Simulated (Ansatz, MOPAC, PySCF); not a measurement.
Species: SnH$_{2}$ (charge 0, singlet). SMILES: [SnH2]
Structure (B3LYP-D3(BJ)/def2-TZVP (Ansatz, a first-principles code) minimum search):
```
Sn
H 1 1.7807
H 1 1.7807 2 90.56
```

Wanted: vertical electron affinity to the doublet, in eV. Terms: LANL2DZ with its own core potentials from Na on; six Cartesian d functions in 6-31G* and its kin unless marked 5d; spin-orbit terms left out; def2 sets with scalar-relativistic core potentials past Kr; dispersion terms only where a functional's name holds one; open shells spin-unrestricted; each state is the SCF solution reached for its charge and spin. Ab initio and DFT rows: single points at B3LYP-D3(BJ) geometries (Ansatz). Semi-empirical rows: differences of heats of formation at the shared geometry for vertical values.

```tsv
species	coefficient	E at B3LYP/6-31G* with LANL2DZ past Ar (Ansatz), Eh	E at M06-2X/def2-TZVPD (PySCF), Eh	heat of formation at PM3 (MOPAC), kcal/mol
charge -1, doublet	-1	-4.55925	-215.42058	-3.53
charge 0, singlet	+1	-4.52395	-215.37918	53.56
```

 1 Eh = 27.2114 eV and 1 eV = 23.0605 kcal/mol.

### Question
Work the quantity out at each level.

### Answer

- B3LYP/6-31G* with LANL2DZ past Ar: the sum of coefficient times E is 0.03530 Eh, or 0.961 eV. Result: 0.96 eV.
- M06-2X/def2-TZVPD: the sum of coefficient times E is 0.04140 Eh, or 1.127 eV. Result: 1.13 eV.
- PM3: the sum of coefficient times heat of formation is 57.09 kcal/mol, or 2.48 eV.
